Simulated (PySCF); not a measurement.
## PbF and its ions

PW91; basis Pb aug-cc-pVDZ-PP with ECP60, F aug-cc-pVDZ; scalar-relativistic core potentials; PySCF 2.14. Neutral (UKS): doublet (π ↑), Re = 2.106 Å, ωe = 490 cm⁻¹, De = 4.98 eV, HOMO -3.94 eV, LUMO -3.88 eV.

PbF⁺ (UKS): singlet (closed shell), Re = 2.024 Å, ωe = 586 cm⁻¹. The energies at the minima are -292.82448 hartree for PbF and -292.56936 for PbF⁺.

Work out the adiabatic ionisation energy, without and with harmonic zero-point energies (1 hartree = 27.2114 eV, 1 eV = 8065.5 cm⁻¹), and the change of the bond length.

At PW91: 0.25512 hartree = 6.942 eV between the minima; the zero-point term (586.0 − 490.0)/2 cm⁻¹ = +0.006 eV makes it 6.948 eV. Re changes by -8.2 pm against the neutral. The electron leaves a π orbital; in so polar a molecule the change of length follows mostly from the change of the ionic charges.

Spin–orbit coupling is left out, which matters for elements this heavy, above all for dissociation energies. States were picked by a PBE0 search and need not be the measured ground states.
